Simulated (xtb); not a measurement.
xtb input (GFN2-xTB):

```bash
xtb mol.xyz --gfn 2 --sp --chrg -1 --uhf 0
```
mol.xyz:
```
3

Ga     1.26005344     0.41450614     0.33433270
I     -0.56240755     1.59728327    -1.49759632
I     -0.17460484    -1.83973025     1.30204323
```

End of the output:

```
         :::::::::::::::::::::::::::::::::::::::::::::::::::::
         ::                     SUMMARY                     ::
         :::::::::::::::::::::::::::::::::::::::::::::::::::::
         :: total energy              -9.220015732090 Eh    ::
         :: gradient norm              0.006531436732 Eh/a0 ::
         :: HOMO-LUMO gap              4.706490126296 eV    ::
         ::.................................................::
         :: SCC energy                -9.221238355610 Eh    ::
         :: -> isotropic ES            0.118281742666 Eh    ::
         :: -> anisotropic ES         -0.002338781606 Eh    ::
         :: -> anisotropic XC         -0.014781548124 Eh    ::
         :: -> dispersion             -0.002965918550 Eh    ::
         :: repulsion energy           0.001222623520 Eh    ::
         :: add. restraining           0.000000000000 Eh    ::
         :: total charge              -1.000000000000 e     ::
         :::::::::::::::::::::::::::::::::::::::::::::::::::::

           -------------------------------------------------
          |                Property Printout                |
           -------------------------------------------------

    * Orbital Energies and Occupations

         #    Occupation            Energy/Eh            Energy/eV
      -------------------------------------------------------------
         1        2.0000           -0.5294324             -14.4066
         2        2.0000           -0.5270006             -14.3404
         3        2.0000           -0.3023427              -8.2272
         4        2.0000           -0.2400156              -6.5312
         5        2.0000           -0.2340084              -6.3677
         6        2.0000           -0.2300214              -6.2592
         7        2.0000           -0.2286581              -6.2221
         8        2.0000           -0.2221249              -6.0443
         9        2.0000           -0.1975637              -5.3760 (HOMO)
        10                         -0.0246033              -0.6695 (LUMO)
        11                          0.0349089               0.9499
        12                          0.0353411               0.9617
Note: The following floating-point exceptions are signalling: IEEE_DENORMAL
normal termination of xtb
        13                          0.1733110               4.7160
        14                          0.1926066               5.2411
        15                          0.2101035               5.7172
        16                          0.2465826               6.7099
        17                          0.2465844               6.7099
        18                          0.2547189               6.9313
        19                          0.2560649               6.9679
        20                          0.2566789               6.9846
       ...                                ...                  ...
        27                          1.3404426              36.4753
      -------------------------------------------------------------
                  HL-Gap            0.1729603 Eh            4.7065 eV
             Fermi-level           -0.1110835 Eh           -3.0227 eV

     #   Z          covCN         q      C6AA      α(0)
     1  31 Ga       1.567    -0.001   226.285    34.212
     2  53 I        0.786    -0.499   410.264    34.967
     3  53 I        0.786    -0.499   410.264    34.967

 Mol. C6AA /au·bohr⁶  :       3052.428856
 Mol. C8AA /au·bohr⁸  :     296591.120000
 Mol. α(0) /au        :        104.146383

Wiberg/Mayer (AO) data.
largest (>0.10) Wiberg bond orders for each atom

 ---------------------------------------------------------------------------
     #   Z sym  total        # sym  WBO       # sym  WBO       # sym  WBO
 ---------------------------------------------------------------------------
     1  31 Ga   1.799 --     2 I    0.900     3 I    0.900
     2  53 I    0.891 --     1 Ga   0.900
     3  53 I    0.891 --     1 Ga   0.900
 ---------------------------------------------------------------------------

Topologies differ in total number of bonds
Writing topology from bond orders to xtbtopo.mol

molecular dipole:
                 x           y           z       tot (Debye)
 q only:        0.692       0.228       0.184
   full:        2.035       0.669       0.540       5.615
molecular quadrupole (traceless):
                xx          xy          yy          xz          yz          zz
 q only:        8.178       1.540      -6.761      -1.648      12.804      -1.417
  q+dip:       15.196       2.813     -12.611      -3.148      23.985      -2.585
   full:       14.614       2.130     -12.711      -4.067      25.382      -1.903

           -------------------------------------------------
          | TOTAL ENERGY               -9.220015732090 Eh   |
          | GRADIENT NORM               0.006531436732 Eh/α |
          | HOMO-LUMO GAP               4.706490126296 eV   |
           -------------------------------------------------

------------------------------------------------------------------------
------------------------------------------------------------------------
 total:
 SCF:
```
